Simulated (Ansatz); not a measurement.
Species: C$_{6}$H$_{17}$NSi, SMILES `CC[Si](N)(CC)CC` (charge 0, multiplicity 1), formula C6H17NSi.

Task: How many basis functions does Ansatz (an electronic-structure program) with frozen-core CCSD(T)/cc-pVDZ // B3LYP-D3(BJ)/def2-SVP use, how many core orbitals are frozen, and how many electrons are correlated?

Result: 201 basis functions and 12 frozen orbitals, which leaves 50 correlated electrons. Core time is of the order of minutes.
